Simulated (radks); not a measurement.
The cerium ion Ce42+, 16 electrons, occupied as [Ne] 3s2 3p4. Calculated with a radial shooting solver on a logarithmic mesh with Libxc functionals: scalar-relativistic Kohn-Sham, r2SCAN, spin-polarised, spherical densities, finite nucleus; open shells are filled with parallel spins first (spin-orbit coupling, left out, can overturn this in heavy ions); meta-GGA in the generalised Kohn-Sham scheme; Fermi nuclear charge, rms radius 4.8771 fm.

Normalised radial functions P(r) = r R(r), r in bohr:

r           3s up    3p up
0.002842   0.4411   0.0269
0.003179   0.4775   0.0327
0.003556   0.5155   0.0397
0.003946   0.5519   0.0474
0.004413   0.5919   0.0575
0.004897   0.6294   0.0687
0.005477   0.6693   0.0830
0.006127   0.7080   0.1003
0.006798   0.7417   0.1193
0.007604   0.7745   0.1436
0.008437   0.8002   0.1703
0.009437   0.8210   0.2040
0.01056    0.8325   0.2436
0.01171    0.8327   0.2864
0.0131     0.8191   0.3396
0.01454    0.7913   0.3961
0.01626    0.7422   0.4653
0.01804    0.6764   0.5373
0.02018    0.5814   0.6232
0.02257    0.4597   0.7172
0.02504    0.3218   0.8107
0.02801    0.1470   0.9158
0.03108   -0.0378   1.0148
0.03477   -0.2566   1.1186
0.03889   -0.4887   1.2134
0.04315   -0.7066   1.2865
0.04826   -0.9306   1.3404
0.05355   -1.1139   1.3586
0.0599    -1.2665   1.3330
0.06646   -1.3484   1.2575
0.07434   -1.3532   1.1112
0.08315   -1.2548   0.8908
0.09226   -1.0612   0.6177
0.1032    -0.7413   0.2543
0.1145    -0.3499  -0.1365
0.1281     0.1506  -0.5950
0.1433     0.6953  -1.0624
0.159      1.1963  -1.4708
0.1778     1.6772  -1.8440
0.1973     2.0225  -2.0957
0.2207     2.2440  -2.2358
0.2468     2.2876  -2.2260
0.2739     2.1720  -2.0878
0.3063     1.9082  -1.8246
0.3399     1.5782  -1.5108
0.3802     1.1890  -1.1460
0.4218     0.8457  -0.8243
0.4718     0.5353  -0.5305
0.5278     0.3059  -0.3099
0.5856     0.1646  -0.1709
0.655      0.0750  -0.0804
0.7268     0.0320  -0.0355
0.8129     0.0111  -0.0128

3s up: eigenvalue -3484.8 eV, 2 radial nodes at r = 0.0305, 0.124 bohr, <r> = 0.254 bohr, 90 % of the charge inside 0.368 bohr. 3p up: eigenvalue -3278.5 eV, 1 radial node at r = 0.111 bohr, <r> = 0.247 bohr, 90 % of the charge inside 0.365 bohr.
